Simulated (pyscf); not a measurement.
H₂N–SiH₂–Br, singlet

Gas-phase minimum from PySCF at ωB97X-D3(BJ)/def2-SVP, one conformer. 

```
Si
N 1 1.7161
H 2 1.0151 1 119.97
H 2 1.0151 3 110.94 1 -146.94
H 1 1.4830 2 108.81 3 46.26
H 1 1.4830 5 113.10 2 -121.02
Br 1 2.2426 5 105.75 6 -115.29
```

Properties at ωB97X-D3(BJ)/def2-SVP:

Harmonic wavenumbers, unscaled: 205, 246, 413, 469, 526, 753, 877, 909, 914, 944, 1558, 2294, 2302, 3616, 3711 cm⁻¹
Zero-point energy: 28.2 kcal/mol
Rotational symmetry number: 1
Entropy of this conformer at 298 K and 1 atm, rigid rotor and harmonic oscillator, modes under 100 cm⁻¹ raised to 100: 305.1 J/(mol K)
Dipole moment: 2.19 D

Single-point totals, which compare only within one level (frozen core for MP2 and CC):

```
level                   total energy (hartree)
----------------------  ----------------------
ωB97X-D3(BJ)/def2-TZVP             -2920.88178
PBE/def2-TZVP                      -2920.30559
r²SCAN/def2-TZVP                   -2920.84354
B3LYP-D3(BJ)/def2-TZVP             -2920.97948
PBE0-D3(BJ)/def2-TZVP              -2920.43546
M06-2X/def2-TZVP                   -2920.90735
ωB97M-D3(BJ)/def2-TZVP             -2920.97775
HF/def2-TZVPP                      -2918.24763
MP2/def2-TZVPP                     -2918.86385
CCSD/def2-TZVPP                    -2918.89173
CCSD(T)/def2-TZVPP                 -2918.91429
```

The CCSD(T) − MP2 part came from Ansatz, without density fitting, on the same reference. The frozen core leaves the outer d or s,p core shells of the metals and heavy elements correlated in the MP2 and CC values, and def2-TZVPP describes them poorly, so these totals are far from the basis limit. Elements up to Kr have no core potential and no relativistic terms here.
